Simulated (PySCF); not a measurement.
## [IH4]+ at several levels of theory

All levels use the PBE0 minimum (singlet; I–H 1.695 Å (×4); H–I–H 84.2° (×4), H–I–H 142.8° (×2)), basis [I def2-TZVP with ECP28, H def2-TZVP], scalar-relativistic core potentials, density fitting, no spin–orbit coupling, PySCF. For vertical energies the ionised species is a doublet (spins chosen at PBE0 and kept) and the electron-attached one a doublet. Open shells are unrestricted, also as the reference of the correlated levels. Dipoles are about the centre of mass. A dash marks a value that was not computed or is not defined at that level.

Z-matrix (Å, degrees; charge 1 multiplicity 1):
```
I
H  1 1.6951
H  1 1.6951 2 142.78
H  1 1.6951 2 84.16 3 -72.30
H  1 1.6951 2 84.16 3 72.30
```

```csv
level,vertical IP (eV),vertical EA (eV),−ε(HOMO) (eV),gap (eV),dipole (D)
PBE0,16.30,6.21,13.85,5.54,0.70
HF,15.42,5.39,16.27,11.38,0.72
MP2,?,?,–,–,–
PBE,?,?,?,?,?
B3LYP,16.38,6.33,13.74,5.08,0.64
r2SCAN,16.22,6.26,13.04,4.00,0.68
TPSSh,16.33,6.21,13.44,4.68,0.66
B97-3,16.40,6.08,13.95,5.79,0.67
LC-wPBE,16.35,6.09,16.28,10.30,0.71
```

Problem. Fill in the row of MP2.

Solution. vertical IP (eV) 16.14, vertical EA (eV) 5.98.

Problem. Fill in the row of PBE.

Solution. vertical IP (eV) 16.28, vertical EA (eV) 6.27, −ε(HOMO) (eV) 12.84, gap (eV) 3.58, dipole (D) 0.66.
